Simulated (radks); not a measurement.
Spherical jellium clusters: N electrons in a uniform positive sphere of charge N and radius rs N^(1/3), rs = 4.58 bohr. Method: non-relativistic Kohn-Sham, LDA (Slater exchange, Perdew-Wang correlation), spin-polarised, spherical densities; computed with a radial shooting solver with Libxc functionals. Levels are named by radial order and angular momentum (1s, 1p, 1d, 2s, ...), and open shells are averaged over m.

N = 30, configuration 1s2 1p6 1d10 2s2 1f(up 7, down 3). This is the lowest configuration that the search found. Occupied and some empty levels:

level    occupation  eigenvalue (eV)  <r> (bohr)
1s up             1          -4.5250       8.484
1s down           1          -4.4291       8.111
1p up             3          -4.0372       10.11
1p down           3          -3.8960       9.956
1d up             5          -3.4290       11.11
1d down           5          -3.2684       11.07
2s up             1          -3.1581       8.624
2s down           1          -3.0809       8.871
1f up             7          -2.7050       11.89
1f down           3          -2.5387       11.91
2p up             0          -2.2205       9.949
2p down           0          -2.1467       10.03
1g up             0          -1.8799       12.59
1g down           0          -1.7170       12.67
2d up             0          -1.2949       11.75
2d down           0          -1.2148       11.82

Energy (eV): total -56.5355, kinetic 41.603, external -2051.2, Hartree 1019.7, exchange-correlation -99.228, background 1032.5.
